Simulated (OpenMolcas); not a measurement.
**Mo4+: moving or changing the point charges**

Mo4+ among 5 point charges of -2 e arranged as a trigonal bipyramid (D3h), 2.22 Å from the ion, with the axial distance 2.620 Å.
```
   2.2200    0.0000    0.0000  -2.00
  -1.1100    1.9226    0.0000  -2.00
  -1.1100   -1.9226    0.0000  -2.00
   0.0000    0.0000    2.6196  -2.00
   0.0000    0.0000   -2.6196  -2.00
```

```yaml
Program: OpenMolcas 26.06
Method: CASSCF
Basis: ANO-RCC-VDZP [6s5p3d1f]
Scalar_Hamiltonian: DKH2, point nucleus
Active_space: 2 electrons in 5 orbitals (4d)
State_averaging: 2S+1 = 3 even, 10 roots; 2S+1 = 1 even, 15 roots
Spin-orbit_coupling: state interaction with AMFI integrals over the reference wave functions
```

Runs around this geometry, states (labels of D3, the rotations of D3h). Energies in cm-1 above the lowest state or level, χT in cm3 K/mol.

```csv
R (Å),q (e),Axial / equatorial distance,Ground state,First state of that spin,First gap with spin-orbit (degeneracies),χT at 300 K,First state of another spin
2.22,-1.6,1.18,3A2,3E 1995,"472.9 (1, 2)",0.184,1E 12349
2.12,-2,1.18,3A2,3A1 3052,"373.6 (1, 2)",0.265,1E 12406
2.22,-2,1.18,3A2,3E 2523,"428.6 (1, 2)",0.212,1E 12385
2.31,-2,1.18,3A2,3E 2076,"466.2 (1, 2)",0.187,1E 12338
2.22,-2,1.27,3A2,3E 2513,"426.4 (1, 2)",0.213,1E 12167
```

Scaling the charges by -1.6 / -2 = 0.80 scales the first state of the same spin by 1995 / 2523 = 0.79; with fixed orbitals a first-order splitting would follow the charge.

Without dynamic correlation the repulsion within the d shell is too large (B by tens of per cent), so at a given field states of lower spin stand too high. The ground term spreads over less than 5000 cm-1, several times less than with real ligands, so orbital moments are less quenched and χT lies further from the spin-only value than at real sites (holds for R = 2.22, q = -1.6, ratio = 1.18; R = 2.31, q = -2, ratio = 1.18). This is an electrostatic model: the charges have no orbitals. No measured value stands beside these numbers.
